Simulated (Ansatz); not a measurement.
Consider the cleavage of the Si–B bond: `[SiH3]B(Cl)[SeH]` + `[OH][GeH]([F])[SH]` → `[OH][GeH]([F])[S][SiH3]` + `ClB[SeH]`.

Isolated molecules relaxed with PBE0-D4/def2-TZVP in Ansatz; ΔE leaves out vibrations. CCSD(T)/CBS is the MP2 limit (def2-TZVPP, def2-QZVPP) plus CCSD(T) − MP2 in def2-TZVPP, frozen cores. DFT in def2-TZVPP. B3LYP here is the variant with VWN-RPA as its local correlation; programs differ in this. For Ge, Se outer-core shells are correlated without core-valence functions, which leaves a few kJ/mol of doubt a bond. Scalar relativity is left out up to krypton. Each species was taken in one conformer, which may not be the lowest.

```
             level  ΔE (kJ/mol)
         r2SCAN-D4        -71.0
          B3LYP-D4        -70.4
               PBE        -61.6
            r2SCAN        -70.8
              PBE0        -67.3
   CCSD/def2-TZVPP        -71.2
    MP2/def2-QZVPP        -79.3
SCS-MP2/def2-QZVPP        -78.1
```

(1) What does CCSD(T)/CBS give? (An estimate is asked.)

Largest T1 diagnostic among the species: 0.013.

Answers

(1) Computed: -72.6 kJ/mol. The listed levels differ from it by 1.6, 2.2, 11.0, 1.8, 5.3, 1.4, -6.7, -5.5 kJ/mol.

From PBE to PBE0 (25 % exact exchange), in def2-TZVPP and without D4, ΔE moves by −5.6 kJ/mol. In def2-TZVPP, CCSD(T) changes the Hartree–Fock value by +11.9 kJ/mol (the triples alone add +1.1 kJ/mol) and MP2 by +4.1 kJ/mol.
